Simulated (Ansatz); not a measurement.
```tsv
atom	x (Å)	y (Å)	z (Å)
B	0.0000	0.0000	0.8114
B	0.0000	0.0000	-0.8114
Be	0.0000	0.0000	2.5502
Be	0.0000	0.0000	-2.5502
```

Basis set: pcseg-2 (spherical functions). Charge 0, multiplicity 1.

Computed with Ansatz (development build ahead of 0.2.0); each method stands on the lowest determinant of its kind that the runs found. Restricted functionals stand beside restricted open-shell atoms, which can lie above the unrestricted atoms usual in DFT and then raise those values.

Task: Give the atomization energy at this shape (free ground-state atoms in the same class of orbitals less the molecule, no zero-point energy) of singlet Be₂B₂ by PBE0 (unrestricted), PBE0 (restricted).

Result:

```tsv
method	atomization energy
PBE0 (unrestricted)	7.89 eV
PBE0 (restricted)	6.72 eV
```

Caution for PBE0 (unrestricted): the unrestricted determinant is a mixture of spin states. Caution for PBE0 (restricted): an unrestricted determinant lies well below.

The shape needn't be a minimum at these levels.
